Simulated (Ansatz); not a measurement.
Input file for Ansatz (a program for electronic structure): R-CCSD(T)/cc-pV(T+d)Z on CH4 (SMILES C). The basis file is the Basis Set Exchange's JSON of that set.

Ansatz 0.2 input:
```yaml
crystal:
  periodic: [false, false, false]
  atoms:
    - {symbol: C, position_ang: [0.00000000, 0.00000000, -0.00000000]}
    - {symbol: H, position_ang: [0.62892441, 0.62892441, 0.62892441]}
    - {symbol: H, position_ang: [-0.62892441, -0.62892441, 0.62892441]}
    - {symbol: H, position_ang: [0.62892442, -0.62892442, -0.62892441]}
    - {symbol: H, position_ang: [-0.62892442, 0.62892442, -0.62892441]}
basis:
  gaussian:
    orbitals: cc-pV_T+d_Z.json
magnetization: {spin_polarized: false}
correlation: {method: ccsd_t, electrons: outside_noble_gas}
scf: {lower_state_search: off}
```

It printed:

```
WARN ansatz: RAYON_NUM_THREADS=4 ignored (pool sized by the plan → 4); use --threads N
Functional definition: HF
these checks for a lower state are left out or cut short: stability, starts, cluster_reference, orbital_swaps, neighbouring_geometries, increment
integrals: 0.07 GiB planned
464 factors; integrals over basis functions are off by at most 8.8e-4 eV
mean field: 0.09 GiB planned
mean field evaluation 1: about -1093.1143 eV, gradient 2.2e1 eV
mean field evaluation 2: about -1093.1128 eV, gradient 2.2e1 eV
mean field evaluation 4: about -1094.2496 eV, gradient 1.5e0 eV
mean field evaluation 8: about -1094.2604 eV, gradient 1.7e-4 eV
mean field -1094.26038995 eV, -40.2133276145 hartree, gradient 1.7e-6 eV, S^2 0.000000; 0 other end points of the search recorded, 0 dependent functions left out
1 core orbitals not correlated
reference -1094.26038995 eV, -40.2133276145 hartree; 4, 4 occupied and 81, 81 virtual orbitals, 464 factors
second order -5.39595814 eV of doubles, -0.00000000 eV of singles
coupled cluster: 0.18 GiB planned
cycle   1  -5.78485814 eV  change   -3.9e-1 eV  update   4.2e-2
cycle   2  -5.92936889 eV  change   -1.4e-1 eV  update   1.2e-2
cycle   3  -5.94541967 eV  change   -1.6e-2 eV  update   3.6e-3
cycle   4  -5.94523180 eV  change    1.9e-4 eV  update   8.0e-4
cycle   5  -5.94534205 eV  change   -1.1e-4 eV  update   1.7e-4
cycle   6  -5.94534720 eV  change   -5.1e-6 eV  update   3.5e-5
cycle   7  -5.94536136 eV  change   -1.4e-5 eV  update   7.6e-6
cycle   8  -5.94536160 eV  change   -2.4e-7 eV  update   1.3e-6
perturbative correction -0.17099622 eV, -0.0062839952 hartree
Total energy: -1100.37674777 eV, -40.4380996185 hartree
Checks for a lower state left out: stability, starts, cluster_reference, orbital_swaps, neighbouring_geometries, increment
```

The calculation finished and met its thresholds.

Cost: roughly 1.9 core-seconds.
